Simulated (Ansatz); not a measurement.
`[NH2][Sn]([Cl])([Cl])[Cl]` + H–F → `[F][Sn]([Cl])([Cl])[Cl]` + NH₃ at 298.15 K and 1 bar (ligand exchange at the Sn–N bond).

Computed with Ansatz on PBE0-D4/def2-TZVP structures; ΔE is electronic, products minus reactants. CCSD(T)/CBS is the MP2 limit (def2-TZVPP, def2-QZVPP) plus CCSD(T) − MP2 in def2-TZVPP, frozen cores. This one scheme is used for every species. Elements past krypton have def2 core potentials. For Sn outer-core shells are correlated without core-valence functions, which leaves a few kJ/mol of doubt a bond. Each species was taken in one conformer, which may not be the lowest.

```csv
species,CCSD(T)/CBS energy (Eh),H − E (kJ/mol),S (J/(mol·K))
`[NH2][Sn]([Cl])([Cl])[Cl]`,-1649.42005,100.5,399.8
H–F,-100.39570,33.5,173.6
`[F][Sn]([Cl])([Cl])[Cl]`,-1693.31956,36.6,368.6
NH₃,-56.50880,100.5,192.4
```

H − E and S are ideal-gas, rigid-rotor, harmonic terms from PBE0-D4/def2-TZVP, for one conformer and one mirror image of each species. 1 Eh = 2625.50 kJ/mol, R = 8.31446 J/(mol·K).

Problem. By hand: ΔE, ΔH, ΔS and ΔG.

Solution. ΔE = (-1693.31956) + (-56.50880) − (-1649.42005) − (-100.39570) = -0.01261 Eh = -33.1 kJ/mol. Δ(H − E) = 36.6 + 100.5 − 100.5 − 33.5 = 3.1, so ΔH = -30.0 kJ/mol. ΔS = 368.6 + 192.4 − 399.8 − 173.6 = -12.4 J/(mol·K). ΔG = -30.0 − 298.15 × (-12.4)/1000 = -26.3 kJ/mol.

Problem. By hand: the equilibrium constant, and the temperature at which ΔG would vanish if ΔH and ΔS stayed fixed.

Solution. log₁₀ K = −ΔG/(RT ln 10) = 4.6. ΔG = 0 at ΔH/ΔS = 2419 K, though so small a ΔS makes that figure unsure.

The number of gas molecules stays the same, so ΔS is small and ΔH decides. A doubt of 5 kJ/mol in ΔE shifts log₁₀ K by 0.9 here. Other conformers and mirror images would add mixing entropy, several J/(mol·K) or more a flexible species. Modes under 60 cm⁻¹, often nearly free rotors, make the harmonic entropy too high. These are equilibria of isolated gas molecules and say nothing of rates. Largest T1 diagnostic: 0.012 (customary marks: 0.02 for closed shells, 0.045 for open ones).
